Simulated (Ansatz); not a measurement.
The pair A = FGeH3O (SMILES [OH][GeH2][F]) (first 6 atoms), B = NH3 (SMILES N); geometry from B3LYP-D3(BJ)/def2-TZVP.
(charge 0, multiplicity 1):
```csv
atom,x (Å),y (Å),z (Å)
O,-1.4354,0.3429,0.8150
Ge,0.2216,-0.3274,0.6433
F,0.0860,-0.8223,-1.0696
H,-1.8885,0.2421,-0.0301
H,0.4613,-1.6796,1.3194
H,1.3465,0.7073,0.5593
N,0.1122,0.4694,3.0109
H,0.1453,-0.2428,3.7313
H,0.7413,1.2186,3.2759
H,-0.8323,0.8391,2.9658
```

Correlated levels freeze the cores. Filled d and f shells under p-block atoms count as core. MP2 and its Hartree–Fock in aug-cc-pVTZ are density fitted.

The values were computed with Ansatz (Gaussian basis) for Hartree–Fock, density functionals and correlated methods. Values without a source in brackets are computed.

The counterpoise-corrected interaction energy is E(AB) − E(A in the pair's basis) − E(B in the pair's basis). Total energies (hartree):

```tsv
level	AB	A in the pair's basis	B in the pair's basis
HF/aug-cc-pVDZ	-2307.6823750	-2251.4621480	-56.2058655
MP2/aug-cc-pVDZ	-2308.4086378	-2251.9824950	-56.4062641
HF/aug-cc-pVTZ	-2307.8176816	-2251.5827448	-56.2201854
MP2/aug-cc-pVTZ	-2308.7052076	-2252.2225851	-56.4607663
CCSD(T)/aug-cc-pVDZ	-2308.4615242	-2252.0154895	-56.4267555
```

Question: Work out the counterpoise-corrected interaction energy at the basis-set limit: extrapolate the MP2 correlation part as X⁻³, take Hartree–Fock from the larger set, and add the CCSD(T) − MP2 difference of aug-cc-pVDZ.

Answer: 
1. Differences (1 hartree = 627.509 kcal/mol): HF/aug-cc-pVDZ -9.012; MP2/aug-cc-pVDZ -12.474; HF/aug-cc-pVTZ -9.257; MP2/aug-cc-pVTZ -13.715; CCSD(T)/aug-cc-pVDZ -12.098.
2. Correlation parts, MP2 less HF: -3.462 in aug-cc-pVDZ (X = 2), -4.458 in aug-cc-pVTZ (X = 3).
3. Limit (3³·(-4.458) − 2³·(-3.462))/(3³ − 2³) = -4.878; with HF/aug-cc-pVTZ it gives -14.134.
4. CCSD(T) less MP2 in aug-cc-pVDZ: 0.376.
Result: -13.76 kcal/mol, against -12.47 at MP2/aug-cc-pVDZ. It is an estimate of this method's limit, not of the exact value.

Ansatz is a quantum-chemistry and plane-wave program.
